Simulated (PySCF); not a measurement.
VF4, SMILES [F][V+]([F])([F])[F], charge +1, multiplicity 1. Atoms are numbered in the order given.

```xyz
5

V      0.0000     0.0000     0.0000
F     -0.9421     0.9421    -0.9421
F      0.9421     0.9421     0.9421
F      0.9421    -0.9421    -0.9421
F     -0.9421    -0.9421     0.9421
```
Charge +1, spin multiplicity 1.

Geometry optimised at PBE0-D3(BJ)/def2-SVP. The multiplicity is an assumed one; other spin states were not compared. The isomer is the one that the SMILES or the coordinates give; other isomers of the formula were not compared.

All values below come from PySCF with PBE0/def2-TZVP.

ESP charges are fitted to the potential on shells at 1.4 to 2.0 van der Waals radii. Atomic charges (e):

```
atom  Mulliken  Löwdin    IAO  ESP fit
----  --------  ------  -----  -------
V1        1.86       …   1.88     1.20
F2       -0.21       …  -0.22    -0.05
F3       -0.21       …  -0.22    -0.05
F4       -0.21       …  -0.22    -0.05
F5       -0.21       …  -0.22    -0.05
```

Question: Fill in the missing entries. (Estimate from the structure and the level; the computed values follow.)

Answer: 
- V1, Löwdin: 0.84
- F2, Löwdin: 0.04
- F3, Löwdin: 0.04
- F4, Löwdin: 0.04
- F5, Löwdin: 0.04
